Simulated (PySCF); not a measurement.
C₂H₄FNOSi, SMILES C(=O)/N=C/[SiH2]F. Heavy atoms are numbered as in [O:1]=[CH:2]/[N:3]=[CH:4]/[SiH2:5][F:6]. Hydrogens are named by the atom that carries them.

The structure is a stationary point at B3LYP-D3(BJ)/def2-SVP. The structure was generated by enumeration; whether it is a known compound was not checked. The values are those of a single conformer.

Calculation: PySCF with PBE/pcSseg-1.

GIAO shieldings, no solvent; atoms alike by connectivity are averaged. δ = σ(ref) − σ: ¹⁷O against H2O (σ = 334.3 ppm); ¹³C against TMS (σ = 182.0 ppm); ¹⁵N against NH3 (σ = 267.0 ppm); ²⁹Si against TMS (σ = 335.4 ppm); ¹⁹F against CFCl3 (σ = 133.6 ppm); ¹H against TMS (σ = 31.49 ppm), references at their B3LYP-D3(BJ)/def2-TZVP geometries, non-relativistic.

Estimate the chemical shifts. (Estimate from the structure and the level; the computed values follow.)


```
nucleus       atoms  count  δ (ppm)
-------  ----------  -----  -------
¹⁷O              O1      1    572.7
¹³C         C4 (CH)      1    190.6
¹³C         C2 (CH)      1    180.1
¹⁵N              N3      1    474.0
²⁹Si     Si5 (SiH2)      1    -15.1
¹⁹F              F6      1   -250.4
¹H          H on C2      1     9.76
¹H          H on C4      1     9.36
¹H         H on Si5      2     5.56
```
